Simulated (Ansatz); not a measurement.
One change: `S[SiH](Cl)Cl` becomes `Cl[SiH](Cl)[O][GeH3]`.

Ansatz, PBE0-D4/def2-TZVP geometries, multiplicity 1. Each molecule was computed in one conformer, which needn't be the lowest.

Scalar relativity is left out up to krypton.

| property | `S[SiH](Cl)Cl` |
| --- | --- |
| ideal-gas entropy at 298 K and 1 bar (rigid rotor, harmonic PBE0-D4/def2-TZVP) / J/(mol·K) | 337 |
| zero-point energy (PBE0-D4/def2-TZVP) / kJ/mol | 58.0 |
| size of the dipole moment (PBE/def2-TZVPP) / D | 1.35 |
| LUMO energy (ωB97M-V/def2-TZVPP) / eV | 1.82 |
| HOMO–LUMO gap (B3LYP/def2-TZVPP) / eV | 7.41 |
| HOMO energy (PBE/def2-TZVPP) / eV | -6.83 |

Question: What does the change do to each property? (An estimate is asked.)

Answer: Ansatz gave: 
```
                                                                                  property  `Cl[SiH](Cl)[O][GeH3]`  shift
ideal-gas entropy at 298 K and 1 bar (rigid rotor, harmonic PBE0-D4/def2-TZVP) / J/(mol·K)                     405     68
                                            zero-point energy (PBE0-D4/def2-TZVP) / kJ/mol                   107.5   49.5
                                            size of the dipole moment (PBE/def2-TZVPP) / D                    1.97   0.62
                                                     LUMO energy (ωB97M-V/def2-TZVPP) / eV                    1.60  -0.22
                                                     HOMO–LUMO gap (B3LYP/def2-TZVPP) / eV                    8.23   0.82
                                                         HOMO energy (PBE/def2-TZVPP) / eV                   -7.51  -0.68
```

The zero-point energy changes by 49.5 kJ/mol with +9 modes. Dipoles are sizes alone; their direction can turn. Modes under 60 cm⁻¹, often nearly free rotors, make the harmonic entropy too high.

B3LYP here is the variant with VWN-RPA as its local correlation; programs differ in this.
